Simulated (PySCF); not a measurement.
Vertical excitations of a molecule C₄H₃ClF₂ from TDDFT-ωB97X/def2-SVPD run with PySCF, as energy in eV (oscillator strength): 5.74 (0.560), 6.01 (0.000), 6.78 (0.032), 7.34 (0.003), 7.41 (0.011), 7.74 (0.001), 8.00 (0.001), 8.14 (0.035), 8.25 (0.000), 8.41 (0.020). Lowest triplet (TDA): 3.17 eV. The structure is a stationary point at B3LYP-D3(BJ)/def2-SVP. Other conformers were not sampled.

Problem. Identify the compound among the candidates.
(A) C=C(F)/C=C(\F)Cl
(B) F/C=C(F)/C=C\Cl
(C) C=C(F)/C(Cl)=C\F
(D) C=C/C(F)=C(/F)Cl

Solution. C, C=C(F)/C(Cl)=C\F
